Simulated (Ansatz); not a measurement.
`[Cl][GeH]([Cl])[Cl]`, relaxed with RKS PBE-D4/def2-SVP in Ansatz from a rough embedded geometry. The force threshold is 0.03 eV/Å; the program also tests the step.

The species carries charge 0 and has multiplicity 1.

Start:

```xyz
5

Cl   -0.136   -0.816   -1.956
Ge    0.106   -0.036    0.030
Cl   -0.331    2.066   -0.029
Cl   -1.197   -0.956    1.438
H     1.559   -0.257    0.518
```

```tsv
step	energy (eV)	largest force (eV/Å)	largest move (Å)
1	-94063.1507	0.610	0.000
2	-94063.1725	0.048	0.065
3	-94063.1731	0.009	0.011
```

End:

```xyz
5

Cl   -0.162   -0.847   -1.927
Ge    0.135   -0.020    0.043
Cl   -0.326    2.086   -0.020
Cl   -1.235   -0.982    1.403
H     1.589   -0.238    0.502
```

It took 7.5 s on 2 threads of a server CPU on a shared host, with 0.16 GiB of host memory at the peak.
